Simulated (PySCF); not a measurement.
Working out the ionisation energy of Kr⁺

Kr⁺ [Ar] 3d10 4s2 4p5 (2P) → Kr²⁺ [Ar] 3d10 4s2 4p4 (3P). Computed with PySCF 2.14 in dyall-av2z (16s12p8d, 92 functions), with the non-relativistic Hamiltonian (point nucleus). Frozen: [Ar] 3d10; the 39 highest virtual orbitals dropped. Energies in hartree (1 hartree = 27.21139 eV):

| part | Kr⁺ (lower) | Kr²⁺ (upper) |
| --- | --- | --- |
| UHF | -2751.537651 | -2750.682014 |
| CCSD correlation | -0.124048 | -0.102282 |
| (T) | -0.001853 | -0.001344 |

What does Hartree-Fock give?

(-2750.682014) − (-2751.537651) = 0.855637 hartree = 23.283 eV.

What do CCSD and CCSD(T) give?

The CCSD correlation energies differ by 0.021766 hartree = 0.592 eV and the triples by 0.000509 hartree = 0.014 eV, so CCSD gives 23.875 eV and CCSD(T) 23.889 eV.

A first-order spin-orbit estimate adds -0.021 eV to CCSD(T) (valence), giving 23.868 eV against 24.360 eV (measured; NIST Atomic Spectra Database, ionization energies).

The calculation is non-relativistic.

A double-zeta basis recovers only part of the correlation energy.

What remains against the reference includes basis incompleteness, the frozen core and higher excitations.
